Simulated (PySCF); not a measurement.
A structure optimised at B3LYP-D3(BJ)/def2-SVP, used in a PySCF frequency run:

```xyz
11

In    -0.2835    -0.5400     0.0000
H     -1.1893    -2.0087     0.0000
C     -0.7019     1.6097     0.0000
C      0.5647     2.4673     0.0000
H     -1.3305     1.8164    -0.8818
H     -1.3305     1.8164     0.8818
H      1.1916     2.2765     0.8866
H      1.1916     2.2765    -0.8866
H      0.3266     3.5457     0.0000
O      1.7007    -0.9470     0.0000
H      2.2473    -0.1494     0.0000
```
Charge 0, spin multiplicity 1.

Problem. Write its SMILES, formula and point group.

Solution. C[CH2][InH][OH], C₂H₇InO, Cs

Problem. What are its rotational constants (standard atomic weights)?

Solution. 6.2231, 2.7026, 1.9296 GHz
